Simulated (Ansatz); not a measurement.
Geometry optimisation, Ansatz, RKS PBE0-D4/def2-SVP.

Input:

```yaml
crystal:
  periodic: [false, false, false]
  atoms:
    - { symbol: Si, position_ang: [-0.313491, -0.240145, 0.139189] }
    - { symbol: O, position_ang: [-0.291829, -0.268484, 1.79787] }
    - { symbol: H, position_ang: [-0.425414, 0.581168, 2.233965] }
    - { symbol: O, position_ang: [1.200509, 0.074283, -0.466268] }
    - { symbol: H, position_ang: [1.720727, -0.711694, -0.666766] }
    - { symbol: O, position_ang: [-1.342138, 0.934106, -0.362321] }
    - { symbol: H, position_ang: [-1.16279, 1.290245, -1.239522] }
    - { symbol: O, position_ang: [-0.653923, -1.762998, -0.384651] }
    - { symbol: H, position_ang: [-1.356595, -2.234497, 0.07099] }
    - { symbol: Cl, position_ang: [1.176692, 2.283474, 1.751152] }
    - { symbol: H, position_ang: [1.397453, 1.067642, 1.23656] }
basis:
  gaussian: { orbitals: def2-SVP }
hamiltonian:
  xc: pbe0
  dispersion: d4
relax:
  f_tol: 0.03
  max_steps: 50
```

Command:

```bash
$ ansatz run input.yaml --threads 4 --pin off --max-ram 5120MiB --backend cpu --events-out ev --progress --plain --runs-dir out
```

**Question.** Where does it end, and by what steps?

**Answer.** The forces met the threshold. After 12 steps the energy has fallen by 0.293 eV; H11 moved furthest, 0.49 Å.

```tsv
step	energy less start (eV)	largest force component (eV/Å)	accepted
0	0.0000	1.174	yes
1	-0.1481	0.693	yes
2	-0.1983	0.647	yes
3	-0.2624	0.342	yes
4	-0.2735	0.180	yes
5	-0.2750	0.502	yes
6	-0.2735	0.358	no
7	-0.2914	0.076	yes
8	-0.2921	0.040	yes
9	-0.2925	0.032	yes
10	-0.2928	0.043	yes
11	-0.2930	0.034	yes
12	-0.2931	0.015	yes
```

```xyz
11
Properties=species:S:1:pos:R:3
Si -0.444 -0.250 0.153
O -0.631 -0.302 1.777
H -0.326 0.481 2.256
O 1.111 0.183 -0.309
H 1.709 -0.564 -0.426
O -1.441 0.894 -0.469
H -1.271 1.161 -1.377
O -0.656 -1.770 -0.436
H -1.279 -2.325 0.042
Cl 1.568 2.135 1.986
H 1.609 1.372 0.914
```

Run time: 28 s on 4 threads of Arm Neoverse V1 (shared host), peak memory 0.29 GiB.
